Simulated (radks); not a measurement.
Values are calculated unless marked as measured or tabulated.
Task: Excited configurations of the ytterbium ion Yb+: one electron is placed in a higher orbital outside [Xe] 4f14. The ground configuration is [Xe] 4f14 6s1. Level of theory: scalar-relativistic Kohn-Sham, r2SCAN, spin-unpolarised, spherical densities, finite nucleus; meta-GGA in the generalised Kohn-Sham scheme; Fermi nuclear charge, rms radius 5.3108 fm (a radial shooting solver on a logarithmic mesh with Libxc functionals). Excitation = E - E(ground); binding = E(ion) - E, where the ion is the core of charge +2; n* = 2/sqrt(2 binding) in atomic units, and the quantum defect is n - n*.

outer orbital  excitation (eV)  binding (eV)     n*  quantum defect  eigenvalue (eV)  <r> (bohr)
5d                       2.892         8.837  2.482           2.518           -5.309       3.024
5f                       8.417         3.312  4.053           0.947           -2.336       9.121
6p                       3.641         8.088  2.594           3.406           -6.139       4.700
6d                       7.225         4.505  3.476           2.524           -3.321       7.688
7s                       6.212         5.517  3.141           3.859           -4.373       7.589
7p                       7.496         4.233  3.585           3.415           -3.340       9.350
7d                       8.975         2.754  4.446           2.554           -2.130       13.60
7f                      10.174         1.556  5.915           1.085           -1.215       23.76

Estimate the row for 6f.

Result: excitation (eV) 9.528; binding (eV) 2.201; n* 4.972; quantum defect 1.028; eigenvalue (eV) -1.668; <r> (bohr) 15.70. The Delta-SCF ionisation energy is 11.729 eV (NIST Atomic Spectra Database: 12.179 eV, measured). Self-interaction in the functional shifts the binding energies and quantum defects, so they are the method's values and not measured ones. Spin polarisation and multiplet splitting are left out, so open shells lie too high by an amount that depends on their filling.

Beside tabulated values, note that spin-unpolarised runs miss the spin-polarisation part of the exchange energy of open shells.
